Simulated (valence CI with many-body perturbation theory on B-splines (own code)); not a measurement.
# E1 transitions of Ta⁶⁶⁺

Computed by valence CI with perturbative core correlation (CI+MBPT): five valence electrons over a frozen Dirac-Fock core [He], a basis of 9 s, 9 p, 8 d, 6 f, 3 g, 1 h functions for each j, with the one-electron correlation potential Σ1, the two-electron term Σ2, the three-electron term Σ3, Breit, model QED; selected CI, second order for the rest (own B-spline code, finite nucleus).

The last digits are not significant, and no measured levels were compared; by estimate large intervals hold to a few tenths of a per cent, small ones and those within an open d or f shell to about a per cent. Among the levels kept, up to 1200 cm⁻¹ of a level comes from second order outside the variational space, and about a tenth of that is noise between levels of different J, which matters for small intervals.

Lines 151 to 200 of 261 in falling wavelength, among levels below 10907 eV, chosen from the strongest by gf and those to the six lowest levels. Wavelengths and rates use the calculated energies. Electric multipoles are in the length gauge, E1 and E2 with the static RPA response of the core. Weak lines are less certain than strong ones. Lines between different terms over intervals too small for the method are left out, as are lines whose strength nearly cancels. The highest levels of a list are the least certain.

Levels are named by their leading jj configuration (3d3/2^4 stands for four electrons in 3d with j = 3/2), which in mixed levels can hold well under half, so a name can repeat and another be missing. Letters in brackets count levels of one name in rising energy.

| λ vac (Å) | Upper | Lower | A (s⁻¹) | log gf | Branch % |
| --- | --- | --- | --- | --- | --- |
| 1.447 | (2s^2 2p1/2^2 3s) J=1/2 | (2s^2 2p1/2^2 2p3/2) J=3/2 | 2.09e+14 | -0.88 | 100.0 |
| 1.447 | (2s 2p1/2^2 2p3/2 3s) J=3/2 [a] | (2s 2p1/2^2 2p3/2^2) J=5/2 | 1.60e+14 | -0.70 | 64.6 |
| 1.445 | (2s^2 2p1/2 2p3/2 3s) J=5/2 | (2s^2 2p1/2 2p3/2^2) J=5/2 | 1.00e+14 | -0.72 | 66.4 |
| 1.444 | (2s^2 2p1/2 2p3/2 3s) J=3/2 [a] | (2s^2 2p1/2 2p3/2^2) J=3/2 | 8.87e+13 | -0.95 | 65.0 |
| 1.444 | (2s^2 2p1/2 2p3/2 3s) J=3/2 [b] | (2s^2 2p1/2 2p3/2^2) J=5/2 | 1.51e+14 | -0.72 | 54.2 |
| 1.443 | (2s^2 2p1/2 2p3/2 3s) J=1/2 | (2s^2 2p1/2 2p3/2^2) J=3/2 | 1.77e+14 | -0.96 | 60.0 |
| 1.441 | (2s^2 2p1/2 2p3/2 3s) J=5/2 | (2s^2 2p1/2 2p3/2^2) J=3/2 | 7.06e+12 | -1.88 | 4.7 |
| 1.440 | (2s^2 2p1/2 2p3/2 3s) J=3/2 [b] | (2s^2 2p1/2 2p3/2^2) J=3/2 | 2.79e+13 | -1.46 | 10.0 |
| 1.435 | (2s^2 2p1/2 2p3/2 3p3/2) J=1/2 [a] | (2s 2p1/2^2 2p3/2^2) J=1/2 | 2.34e+12 | -2.84 | 25.9 |
| 1.434 | (2s^2 2p1/2 2p3/2 3p3/2) J=3/2 [a] | (2s 2p1/2^2 2p3/2^2) J=1/2 | 5.55e+10 | -4.16 | 1.3 |
| 1.434 | (2s 2p1/2^2 2p3/2 3s) J=3/2 [b] | (2s 2p1/2^2 2p3/2^2) J=5/2 | 1.59e+13 | -1.71 | 13.4 |
| 1.430 | (2s^2 2p1/2 2p3/2 3p3/2) J=3/2 [b] | (2s 2p1/2^2 2p3/2^2) J=1/2 | 5.23e+11 | -3.19 | 12.0 |
| 1.419 | (2s^2 2p1/2 2p3/2 3p3/2) J=5/2 [a] | (2s 2p1/2^2 2p3/2^2) J=5/2 | 1.40e+12 | -2.60 | 33.9 |
| 1.417 | (2s^2 2p1/2 2p3/2 3p3/2) J=3/2 [a] | (2s 2p1/2^2 2p3/2^2) J=5/2 | 3.57e+11 | -3.37 | 8.7 |
| 1.416 | (2s^2 2p1/2 2p3/2 3p3/2) J=7/2 | (2s 2p1/2^2 2p3/2^2) J=5/2 | 2.02e+10 | -4.31 | 0.6 |
| 1.413 | (2s^2 2p1/2 2p3/2 3p3/2) J=3/2 [b] | (2s 2p1/2^2 2p3/2^2) J=5/2 | 1.13e+12 | -2.87 | 25.9 |
| 1.412 | (2s^2 2p1/2 2p3/2 3p3/2) J=5/2 [b] | (2s 2p1/2^2 2p3/2^2) J=5/2 | 3.28e+10 | -4.23 | 0.9 |
| 1.390 | (2s 2p1/2^2 2p3/2 3p1/2) J=3/2 [a] | (2s^2 2p1/2 2p3/2^2) J=1/2 | 1.01e+11 | -3.93 | 0.1 |
| 1.382 | (2s 2p1/2^2 2p3/2 3p1/2) J=3/2 [a] | (2s^2 2p1/2 2p3/2^2) J=5/2 | 3.12e+10 | -4.45 | 0.0 |
| 1.382 | (2s 2p1/2^2 2p3/2 3p1/2) J=5/2 | (2s^2 2p1/2 2p3/2^2) J=5/2 | 9.87e+10 | -3.77 | 0.0 |
| 1.378 | (2s 2p1/2^2 2p3/2 3p1/2) J=3/2 [a] | (2s^2 2p1/2 2p3/2^2) J=3/2 | 1.08e+12 | -2.91 | 0.5 |
| 1.377 | (2s 2p1/2^2 2p3/2 3p1/2) J=1/2 | (2s^2 2p1/2 2p3/2^2) J=1/2 | 3.82e+11 | -3.66 | 0.1 |
| 1.377 | (2s 2p1/2^2 2p3/2 3p1/2) J=3/2 [b] | (2s^2 2p1/2 2p3/2^2) J=1/2 | 1.08e+11 | -3.91 | 0.0 |
| 1.372 | (2s 2p1/2^2 2p3/2 3d3/2) J=3/2 [a] | (2s 2p1/2^2 2p3/2^2) J=1/2 | 7.93e+13 | -1.05 | 25.7 |
| 1.371 | (2s 2p1/2^2 2p3/2 3d3/2) J=1/2 [a] | (2s 2p1/2^2 2p3/2^2) J=3/2 | 8.92e+13 | -1.30 | 67.4 |
| 1.371 | (2s 2p1/2^2 2p3/2 3d3/2) J=1/2 [a] | (2s 2p1/2^2 2p3/2^2) J=1/2 | 4.20e+13 | -1.63 | 31.7 |
| 1.369 | (2s 2p1/2^2 2p3/2 3p1/2) J=3/2 [b] | (2s^2 2p1/2 2p3/2^2) J=5/2 | 8.80e+11 | -3.01 | 0.2 |
| 1.366 | (2s 2p1/2^2 2p3/2 3p1/2) J=1/2 | (2s^2 2p1/2 2p3/2^2) J=3/2 | 2.52e+10 | -4.85 | 0.0 |
| 1.365 | (2s 2p1/2^2 2p3/2 3p1/2) J=3/2 [b] | (2s^2 2p1/2 2p3/2^2) J=3/2 | 5.99e+10 | -4.17 | 0.0 |
| 1.362 | (2s^2 2p1/2 2p3/2 3d3/2) J=3/2 [a] | (2s^2 2p1/2 2p3/2^2) J=1/2 | 5.32e+13 | -1.23 | 11.9 |
| 1.361 | (2s^2 2p1/2 2p3/2 3d3/2) J=1/2 [a] | (2s^2 2p1/2 2p3/2^2) J=1/2 | 6.97e+13 | -1.41 | 28.3 |
| 1.360 | (2s 2p1/2^2 2p3/2 3d3/2) J=3/2 [b] | (2s 2p1/2^2 2p3/2^2) J=1/2 | 1.50e+12 | -2.78 | 1.1 |
| 1.357 | (2s 2p1/2^2 2p3/2 3d3/2) J=1/2 [b] | (2s 2p1/2^2 2p3/2^2) J=3/2 | 1.14e+14 | -1.20 | 33.7 |
| 1.357 | (2s 2p1/2^2 2p3/2 3d3/2) J=1/2 [b] | (2s 2p1/2^2 2p3/2^2) J=1/2 | 2.07e+14 | -0.94 | 61.3 |
| 1.357 | (2s 2p1/2^2 2p3/2 3d3/2) J=5/2 [a] | (2s 2p1/2^2 2p3/2^2) J=5/2 | 1.24e+14 | -0.69 | 85.7 |
| 1.356 | (2s 2p1/2^2 2p3/2 3d3/2) J=3/2 [a] | (2s 2p1/2^2 2p3/2^2) J=5/2 | 2.20e+14 | -0.61 | 71.2 |
| 1.356 | (2s^2 2p1/2 2p3/2 3d3/2) J=3/2 [b] | (2s^2 2p1/2 2p3/2^2) J=1/2 | 7.33e+13 | -1.09 | 4.3 |
| 1.356 | (2s 2p1/2^2 2p3/2 3d3/2) J=7/2 | (2s 2p1/2^2 2p3/2^2) J=5/2 | 1.58e+13 | -1.46 | 73.8 |
| 1.355 | (2s 2p1/2^2 2p3/2 3d5/2) J=5/2 | (2s 2p1/2^2 2p3/2^2) J=3/2 | 1.53e+14 | -0.60 | 12.8 |
| 1.355 | (2s^2 2p1/2 2p3/2 3d3/2) J=1/2 [b] | (2s^2 2p1/2 2p3/2^2) J=1/2 | 5.60e+13 | -1.51 | 3.0 |
| 1.354 | (2s^2 2p1/2 2p3/2 3d3/2) J=3/2 [a] | (2s^2 2p1/2 2p3/2^2) J=5/2 | 4.83e+13 | -1.27 | 10.8 |
| 1.354 | (2s^2 2p1/2 2p3/2 3d3/2) J=5/2 [a] | (2s^2 2p1/2 2p3/2^2) J=5/2 | 1.05e+14 | -0.76 | 61.2 |
| 1.353 | (2s^2 2p1/2^2 3d3/2) J=3/2 | (2s^2 2p1/2^2 2p3/2) J=3/2 | 2.44e+14 | -0.57 | 99.6 |
| 1.352 | (2s^2 2p1/2 2p3/2 3d3/2) J=7/2 | (2s^2 2p1/2 2p3/2^2) J=5/2 | 2.81e+13 | -1.21 | 97.0 |
| 1.351 | (2s^2 2p1/2 2p3/2 3d3/2) J=3/2 [a] | (2s^2 2p1/2 2p3/2^2) J=3/2 | 1.34e+14 | -0.83 | 30.0 |
| 1.351 | (2s^2 2p1/2 2p3/2 3d3/2) J=5/2 [a] | (2s^2 2p1/2 2p3/2^2) J=3/2 | 2.19e+11 | -3.44 | 0.1 |
| 1.350 | (2s^2 2p1/2 2p3/2 3d3/2) J=1/2 [a] | (2s^2 2p1/2 2p3/2^2) J=3/2 | 1.37e+14 | -1.12 | 55.9 |
| 1.349 | (2s^2 2p1/2 2p3/2 3d3/2) J=5/2 [b] | (2s^2 2p1/2 2p3/2^2) J=5/2 | 2.21e+13 | -1.44 | 1.3 |
| 1.348 | (2s^2 2p1/2 2p3/2 3d3/2) J=3/2 [b] | (2s^2 2p1/2 2p3/2^2) J=5/2 | 1.93e+14 | -0.68 | 11.3 |
| 1.346 | (2s^2 2p1/2 2p3/2 3d3/2) J=5/2 [b] | (2s^2 2p1/2 2p3/2^2) J=3/2 | 2.17e+13 | -1.45 | 1.3 |
